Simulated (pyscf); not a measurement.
Optimised with ωB97X-D3(BJ)/def2-SVP in PySCF. Correlated levels are frozen-core, on RHF or UHF. ΔMP2 is the change of the MP2 total energy from the triple- to the quadruple-zeta basis. Singlets are restricted, triplets unrestricted.

Singlet (Å):
```xyz
7

B     -0.2485     0.2775     1.3405
O     -0.4659    -0.8150     0.5224
C      0.5560    -1.6864     0.2909
O      0.0886    -2.5995    -0.5053
H      0.8319     0.4483     1.8417
H     -1.1981     1.0037     1.4945
H     -0.8530    -2.4194    -0.7199
```

Triplet (Å):
```xyz
7

B      0.9047     1.3832    -1.0246
O      0.4375     1.4019     0.2592
C     -0.5701     0.6901     0.7724
O     -1.3897    -0.0954     0.0731
H      1.8212     2.1290    -1.2616
H      0.4016     0.6392    -1.8342
H     -1.0889    -1.0201     0.0940
```

Q: For these two minima of H₂B–O–C:–OH, which spin state lies lower at CCSD(T)/def2-TZVPP + ΔMP2(QZVPP), and by how much (electronic energies)?

A: The singlet, by 2.37 eV. Zero-point energy shifts E(triplet) − E(singlet) by -0.04 eV. H₂B–O–C:–OH [singlet] lies 0.69 eV over its isomer H₂B–C(=O)–OH, and others may lie lower still (electronic energy, ωB97M-D3(BJ)). 

E(triplet) − E(singlet) by level (eV):

| level | gap |
|---|---|
| ωB97X-D3(BJ)/def2-TZVP | +2.32 |
| PBE/def2-TZVP | +1.99 |
| r²SCAN/def2-TZVP | +1.79 |
| B3LYP-D3(BJ)/def2-TZVP | +2.14 |
| PBE0-D3(BJ)/def2-TZVP | +1.98 |
| M06-2X/def2-TZVP | +2.21 |
| ωB97M-D3(BJ)/def2-TZVP | +2.46 |
| HF/def2-TZVP | +1.47 |
| MP2/def2-QZVPP | +2.36 |
| CCSD/def2-TZVPP | +2.27 |
| CCSD(T)/def2-TZVPP | +2.34 |
| CCSD(T)/def2-TZVPP + ΔMP2(QZVPP) | +2.37 |

The triplet is the lowest one reached from the SCF start used. The CCSD(T) − MP2 part came from Ansatz, without density fitting, on the same reference.
